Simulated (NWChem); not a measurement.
# ZnIF; SMILES [F][Zn][I]

```xyz
3

Zn    -0.1716     1.1237     0.0000
F     -0.4213     2.8480     0.0000
I      0.1743    -1.2605     0.0000
```
Atoms are numbered in this order, from 1.

The geometry was optimised at PBE0/def2-SVP. def2 effective core potentials on I; no spin-orbit coupling.

Task: List the 6 lowest vertical singlet excitations from LRC-wPBEh/def2-SVP with def2 effective core potentials on I, full TDDFT (NWChem).

Result: 
```csv
state,energy (eV),oscillator strength,leading excitation (squared amplitude)
S1,5.19,0.012,HOMO−1 → LUMO (0.49)
S2,5.19,0.012,HOMO → LUMO (0.49)
S3,6.82,0.018,HOMO−4 → LUMO (0.98)
S4,6.82,0.018,HOMO−3 → LUMO (0.98)
S5,7.30,0.182,HOMO−2 → LUMO (0.74)
S6,7.89,0.000,HOMO−1 → LUMO+2 (0.45)
```
